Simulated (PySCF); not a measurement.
Frontier orbitals and the lowest excitations

Compound: C5H8N2Si.
SMILES with atom numbers: `[H]/[N:1]=[CH:2]\[c:3]1[cH:4][cH:5][n:6]([SiH3:7])[cH:8]1` (hydrogens: H9 on N1; H10 on C2; H11 on C4; H12 on C5; H13, H14, H15 on Si7; H16 on C8)

Geometry (GFN2-xTB, Å), atoms numbered from 1 in this order:
```xyz
16
C5H8N2Si angstrom
N     -3.0834    1.2253    0.8001
C     -2.5811    0.1151    0.4672
C     -1.2032   -0.2042    0.1577
C     -0.7090   -1.4902   -0.2141
C      0.6257   -1.3593   -0.4183
N      1.0033   -0.0574   -0.1963
Si     2.6428    0.5536   -0.3205
C     -0.1139    0.6362    0.1547
H     -2.4114    1.9903    0.8537
H     -3.2765   -0.7188    0.4018
H     -1.2942   -2.3835   -0.3116
H      1.3563   -2.0893   -0.7072
H      3.4296   -0.0695    0.7436
H      2.5237    1.9977   -0.1534
H      3.1336    0.1787   -1.6453
H     -0.0498    1.6841    0.3763
```

Computed with TDDFT wB97X-D/def2-SVPD, vertical, gas phase, core orbitals frozen in the response (PySCF 2.14.0, density-fitted response routines).

Kohn–Sham orbitals with the atoms that hold most of them (Löwdin shares over 4%, at most four atoms; ? is withheld):

```csv
orbital,ε (eV),atoms
HOMO-3,-11.57,"N1 30%, C2 27%, C3 9%, N6 8%"
HOMO-2,-9.20,"N1 63%, C2 15%, H9 8%, C3 6%"
HOMO-1,-9.15,?
HOMO,-8.34,?
LUMO,?,"C2 22%, N1 21%, C8 17%, C3 12%"
LUMO+1,1.55,"Si7 44%, H14 11%, H15 11%, H13 11%"
LUMO+2,1.90,"Si7 61%, H15 10%, H13 10%, H14 9%"
```

Q: Which atoms hold the HOMO, and with what shares?

A: C8 (bonded to C, N and H) 24%; C5 (bonded to C, N and H) 21%; C3 (bonded to 3 C) 18%; N1 (bonded to C and H) 11%. By element: carbon 63% or more, nitrogen 11% or more.

Q: Give the leading atoms of the HOMO-1.

A: C4 (bonded to 2 C and H) 29%; N6 (bonded to 2 C and Si) 21%; C3 (bonded to 3 C) 12%; C5 (bonded to C, N and H) 11%. By element: carbon 53% or more, nitrogen 21% or more.

Q: What is the LUMO energy, and the HOMO–LUMO gap?

A: ε(LUMO) = 0.97 eV; the gap is 9.31 eV (0.3420 hartree).

Q: The HOMO–LUMO gap is 9.31 eV. Where does the response calculation put the lowest singlet, and from which orbitals?

A: S1 is at 4.88 eV (f = 0.0033), 4.42 eV below the gap, made of HOMO-2→LUMO (92%). Its leading pair isn't HOMO and LUMO; the energies of that pair differ by 10.16 eV. Without the coupling terms of the response equations the lowest excitation would equal the gap.

Q: Give energy, strength and leading configuration of S1, S2, S3, S4 and S7, and follow the Löwdin shares of the leading atoms from the occupied to the empty orbital.

A: 
- S1 (4.88 eV, f 0.0033), HOMO-2→LUMO (92%): N1 63% → 21%, C2 15% → 22%
- S2 (5.30 eV, f 0.132), HOMO→LUMO (96%): C8 24% → 17%, C5 21% → at most 12%, C2 at most 11% → 22%, N1 11% → 21%
- S3 (5.89 eV, f 0.130), HOMO-1→LUMO (77%): C4 29% → at most 12%, N6 21% → at most 12%, C2 at most 12% → 22%, N1 at most 12% → 21%
- S4 (6.08 eV, f 0.0006), HOMO→LUMO+1 (90%): C8 24% → at most 11%, C5 21% → at most 11%, Si7 at most 11% → 44%, H14 at most 11% → 11%
- S7 (6.85 eV, f 0.0021), HOMO-1→LUMO+1 (80%): C4 29% → at most 11%, N6 21% → at most 11%, Si7 at most 12% → 44%, H14 at most 12% → 11%

Löwdin shares depend on the basis, the more so with diffuse functions.

One conformer stands for the species.
